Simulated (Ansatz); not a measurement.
Job for Ansatz (a first-principles code): U-r2SCAN/aug-cc-pVTZ on BeF2 (SMILES [F][Be][F]), a point of a bond scan (R = 3.177 Å).

Ansatz 0.2 input:
```yaml
crystal:
  periodic: [false, false, false]
  atoms:
    - {symbol: Be, position_ang: [0.00000000, 0.00000000, 0.00000000]}
    - {symbol: F, position_ang: [-0.00000000, -0.00000000, -3.17668615]}
    - {symbol: F, position_ang: [0.00000000, 0.00000000, 1.38116789]}
basis:
  gaussian:
    orbitals: aug-cc-pVTZ
hamiltonian:
  xc: {name: r2SCAN}
magnetization: {spin_polarized: true, initial_magnetization: 0}
```

The head of its log:

```
WARN ansatz: RAYON_NUM_THREADS=1 ignored (pool sized by the plan → 1); use --threads N
Functional definition: r2SCAN
integrals: 0.03 GiB planned
598 factors; their error is unknown
mean field: 0.44 GiB planned
mean field evaluation 1: about -5824.5927 eV, gradient 4.8e1 eV
mean field evaluation 2: about -5494.8938 eV, gradient 1.3e2 eV
```

Task: Give the final energy of this run.

Result: -214.3704 hartree. Its determinant has ⟨S²⟩ = 0.46, a mixture of spin states.
